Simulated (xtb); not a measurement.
HgBr2, SMILES [Hg]([Br])[Br]. All values are semi-empirical tight-binding results from xtb (GFN2-xTB unless named), good for trends rather than for accurate numbers. The structure is a stationary point at GFN2-xTB. The isomer is the one that the SMILES or the coordinates give; other isomers of the formula were not compared.

Optimised geometry:

```xyz
3

Hg     0.0000     0.0000     0.0000
Br     0.0000     0.0000     2.4232
Br     0.0000     0.0000    -2.4232
```
Charge 0, spin multiplicity 1.

For metal compounds this method's bond lengths and energies can be far off.

```yaml
point_group_as_xtb_finds_it: D∞h
orbital_gap: 4.43 eV
zero_point_energy: 0.6 kcal/mol
G − E(el) at 298.15 K (modified RRHO): -18.2 kcal/mol
```

Give the atomic charges and the Wiberg bond orders between heavy atoms. (An estimate is asked for; the answer gives what the named calculation found.)

charges (e) Hg1 0.24, Br2 -0.12, Br3 -0.12. Bond orders Hg1–Br2 1.05, Hg1–Br3 1.05.
